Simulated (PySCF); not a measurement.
Dipole moment and polarisability of `C=C1CCC[Si@H]1[SiH3]`

Compound: C5H12Si2.
Geometry (GFN2-xTB, Å), atoms numbered from 1 in this order:
```xyz
19
C5H12Si2 angstrom
C     -0.137    2.182    1.024
C     -0.368    1.013    0.446
C     -1.513    0.766   -0.498
C     -1.872   -0.718   -0.442
C     -0.580   -1.529   -0.515
Si     0.635   -0.586    0.622
Si     2.823   -0.468   -0.106
H      0.702    2.329    1.684
H     -0.771    3.043    0.866
H     -2.373    1.395   -0.260
H     -1.186    1.018   -1.512
H     -2.373   -0.926    0.506
H     -2.559   -0.984   -1.248
H     -0.756   -2.565   -0.229
H     -0.215   -1.543   -1.544
H      0.470   -1.088    2.003
H      3.609   -1.602    0.385
H      3.491    0.743    0.376
H      2.963   -0.470   -1.566
```

Level: CAM-B3LYP/def2-SVPD (PySCF), static field, nuclei fixed, core orbitals frozen in the response. The polarisability tensor in these axes (au):

```
x   126.59  -3.39   3.67
y    -3.39 116.07   8.53
z     3.67   8.53  97.32
```

Question: Give the principal values, the mean and the anisotropy Δα = √{½[(α1 − α2)² + (α2 − α3)² + (α1 − α3)²]}.

Answer: Principal values 93.37, 118.97 and 127.64 au; mean 113.33 au = 16.79 Å³ = 18.69 × 10⁻⁴⁰ C²·m²/J; Δα = 30.87 au (27 % of the mean).

Question: What is the dipole moment, and where does it point?

Answer: (-0.66, -0.12, -0.43) D, 0.80 D in size, pointing from the negative to the positive side. Measured along this direction, the outermost atoms are H18 at the negative end and H13 at the positive end.

Question: In a dilute gas of rigid molecules at 273 K, how does the orientational term μ²/3kT compare with the electronic polarisability?

Answer: In Gaussian units μ²/3kT = 5.63 Å³ against 16.79 Å³, a ratio of 0.34; the Debye molar polarisation (4π/3)N_A(α + μ²/3kT) is 56.6 cm³/mol, leaving out the vibrational part.

Question: What would n − 1 = 2πNα be for an ideal gas of these molecules at 273.15 K and 1 atm, electronic part alone?

Answer: N = p/kT = 2.6868 × 10¹⁹ cm⁻³, so n − 1 = 2π × N × 16.79 × 10⁻²⁴ cm³ = 2835 × 10⁻⁶ at long wavelengths.

Question: What molar refraction does this α imply?

Answer: Lorentz–Lorenz: R = (4π/3)N_A α = 2.5225 cm³/(mol·Å³) × 16.79 Å³ = 42.4 cm³/mol, in the limit of long wavelengths.

Question: What are the principal values of the traceless quadrupole moment, Θ = ½Σq(3rr − r²1), about the centre of nuclear charge?

Answer: -2.67, 0.74, 1.93 D·Å. The values depend on the origin, since the dipole doesn't vanish. The electronic extent ⟨r²⟩ about the same centre is 1324 bohr², a root-mean-square distance of 2.30 Å for the 70 electrons.

One conformer (not necessarily the lowest) at the GFN2-xTB geometry, without solvent, vibrations or thermal averaging.

The run behind these numbers computed excited states as well. Hardware: one thread, Arm Neoverse V2 (aarch64), on a shared host. Cost: 74 s wall (grids of density and orbitals included), 1.1 GiB resident at most.
